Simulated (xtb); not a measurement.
Zr(OMe)(H)3 (CH6OZr), SMILES [O]([ZrH3])C, multiplicity 1. All values are semi-empirical tight-binding results from xtb (GFN2-xTB unless named), good for trends rather than for accurate numbers. Geometry optimised at GFN2-xTB. The multiplicity is an assumed one; no other spin state was optimised. The structure was generated by enumeration; whether it is a known compound was not checked.

The geometry has at least one imaginary mode, so it is a saddle point at that level.

For metal compounds this method's bond lengths and energies can be far off.

Q: Estimate the properties. (Estimate from the structure and the level; the computed values follow.)

A: 
```yaml
orbital_gap: 3.39 eV
```
